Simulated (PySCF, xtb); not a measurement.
FH₃OSiZn, SMILES [F][Zn][O][SiH3]. Other conformers were not sampled.

Harmonic wavenumbers (cm⁻¹) from GFN2-xTB (xtb) at its own minimum, in rising order: 46, 57, 104, 125, 327, 487, 575, 576, 733, 778, 814, 926, 2201, 2224, 2247.

Problem. What does r2SCAN-D4/def2-SVP (PySCF) give at its own minimum? (The exact figures need the calculation; the answer reports its results.)

Solution. 48, 73, 155, 167, 484, 726, 730, 743, 945, 953, 1012, 1038, 2184, 2190, 2228. Paired by order, the mean absolute difference is 106 cm⁻¹ and the zero-point energies are 17.5 and 19.6 kcal/mol.
